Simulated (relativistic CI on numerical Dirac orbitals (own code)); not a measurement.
# One change at a time: Ir LXXII

Base calculation: Dirac-Coulomb-Breit CI, separate exchange-only KLI orbitals for each configuration, QED by a radiative potential, unscaled Slater integrals.

Configurations in the expansion (outside the closed core 1s2): 2s2.2p2, 2s.2p3, 2p4, 2p3.3s, 2p3.3p, 2s2.2p.3s, 2p3.3d, 2s2.2p.3p, 2s2.2p.3d, 2s.2p2.3s, 2s.2p2.3p, 2s.2p2.3d, 2s2.2p.4s, 2s2.2p.4p, 2s2.2p.4d, 2s2.2p.4f. Levels of other configurations are missing.

Variants: (1) P86 correlation estimate; (2) configuration mixing switched off; (3) QED terms removed. Shifts of the energy above 2s2.2p2 3P_0, in eV, for the lowest level and the first level of each name with at least 55 % of one term (blank where a level changes its place among those of its configuration and J or its character, or is not in the variant):

```csv
Level,Base,Δ(1),Δ(2),Δ(3)
2s2.2p2 3P_0,0.00,0.00,0.00,0.00
2s2.2p2 3P_1,1699.72,0.00,-1.33,-1.49
2s2.2p2 1D_2,1718.14,0.00,-1.30,-1.49
2s2.2p2 3P_2,3445.02,0.00,+3.53,-2.65
2s2.2p2 1S_0,3511.99,0.00,+5.60,-2.61
2s.2p3 3D°_3,3738.65,-0.01,-2.70,+18.22
2s.2p3 3P°_0,3807.06,-0.01,-2.87,+18.24
2s.2p3 1D°_2,3840.13,-0.01,-2.23,+18.27
2s.2p3 3P°_1,3844.79,-0.01,-2.67,+18.26
2p4 3P_2,4182.82,-0.08,-8.51,+39.12
2p4 1S_0,4252.82,-0.08,-10.69,+39.12
2p4 3P_1,5900.48,-0.08,-3.80,+38.00
2p4 1D_2,5919.25,-0.08,-3.58,+38.00
2p4 3P_0,7676.73,-0.08,-4.96,+36.55
```

At this charge energies of transitions that change n are usually good to better than 1 %, and those within a shell (Δn = 0) to a few per cent.

Ionisation energy from the two ground configurations alone: base 20210.3 eV. The NIST ASD value (theoretical) is 20210 eV.

LS names give the leading component of a level, which can be under half, so a name can repeat, a term be missing and a line seem to break the LS rules.
